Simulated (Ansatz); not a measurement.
Si₂Ni, relaxed as a quintet with UKS r2SCAN-D4/def2-TZVP in Ansatz, starting from the r2SCAN-D4/def2-TZVP geometry of the neutral singlet. Force threshold 0.02 eV/Å.

At r2SCAN-D4/def2-TZVP a triplet of charge 0 lies 1.86 eV below the quintet, each at its own geometry. The structure comes from a short search, and lower isomers may exist.

Start:

```csv
atom,x (Å),y (Å),z (Å)
Ni1,0.7597,0.9460,0.0862
Si2,0.4660,-1.1405,-0.1731
Si3,-1.2258,0.1945,0.0869
```

```json
{"step": "1", "energy (eV)": "-56793.9546", "largest force component (eV/Å)": "3.060", "SCF passes": "50"}
{"step": "2", "energy (eV)": "-56794.2405", "largest force component (eV/Å)": "1.085", "SCF passes": "35"}
{"step": "3", "energy (eV)": "-56794.3024", "largest force component (eV/Å)": "0.255", "SCF passes": "35"}
{"step": "4", "energy (eV)": "-56794.3126", "largest force component (eV/Å)": "0.135", "SCF passes": "35"}
{"step": "5", "energy (eV)": "-56794.3142", "largest force component (eV/Å)": "0.010", "SCF passes": "37"}
```

Force components are those of the run's own axes.

End:

Cartesian coordinates in Å:
```
Ni 0.734 0.913 0.083
Si 0.605 -1.224 -0.191
Si -1.339 0.310 0.108
```

By distances, no bond broke or formed. The bond that changes most is Si2–Si3, from 2.17 to 2.49 Å (atoms count from 1).

No frequencies were taken in this run, so the end may be a saddle point.

Hardware: 4 threads of Arm Neoverse V1 on a shared host. Wall time 15 s.
